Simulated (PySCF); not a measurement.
In(I)2(OH) (HI2InO), SMILES [OH][In]([I])[I]. Atoms are numbered in the order given.

```xyz
5

In     0.7212    -0.0080     0.0000
I     -0.5724     2.3519     0.0000
I     -0.5653    -2.3508     0.0000
O      2.7355    -0.0651     0.0000
H      3.0783     0.8519     0.0000
```
Charge 0, spin multiplicity 1.

Geometry: PBE-D3(BJ)/def2-SVP. The structure was generated by enumeration; whether it is a known compound was not checked. The def2 effective core potentials stand for the cores of I, In; spin–orbit coupling is left out. The values are those of a single conformer.

Calculation: PBE/def2-TZVP in PySCF.

| Property | Value |
|---|---|
| total energy | -861.44394 hartree |
| point group | Cs |
| highest occupied level | -6.76 eV |
| lowest empty level | -3.74 eV |
| orbital gap | 3.02 eV |
| dipole moment | 1.04 D |
| quadrupole, principal values (traceless, Buckingham form, about the centre of nuclear charge) | -8.72, 2.55, 6.17 D·Å |
| mean static polarisability | 115.0 bohr³ (17.04 Å³) |
| polarisability, principal values | 74.2, 108.4, 162.4 bohr³ |
